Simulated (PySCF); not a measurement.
fluoro(silylmethyl)silane (CH7FSi2), SMILES [SiH2](F)C[SiH3]. Coordinates come from a PBE0-D3(BJ)/def2-SVP optimisation. One conformer was computed; it need not be the lowest.

Q: Give the equilibrium geometry at PBE0-D3(BJ)/def2-SVP (PySCF confirms it by a frequency run) as bond lengths and angles. (Estimate from the structure and the level; the computed values follow.)

A: This is not unique; one that fits is 
Atoms: Si1 C2 Si3 F4 H5 H6 H7 H8 H9 H10 H11. Bonds (Å): Si1–C2 1.888, Si1–H5 1.495, Si1–H6 1.495, Si1–H7 1.492, C2–Si3 1.863, C2–H8 1.103, C2–H9 1.104, Si3–F4 1.631, Si3–H10 1.490, Si3–H11 1.491. Angles (°): C2–Si1–H5 109.9, C2–Si1–H6 110.1, C2–Si1–H7 110.5, H5–Si1–H6 108.5, H5–Si1–H7 109.0, H6–Si1–H7 108.8, Si1–C2–Si3 114.5, Si1–C2–H8 108.6, Si1–C2–H9 108.7, Si3–C2–H8 109.9, Si3–C2–H9 108.0, H8–C2–H9 107.0, C2–Si3–F4 108.4, C2–Si3–H10 110.7, C2–Si3–H11 112.2, F4–Si3–H10 107.5, F4–Si3–H11 107.4, H10–Si3–H11 110.4.
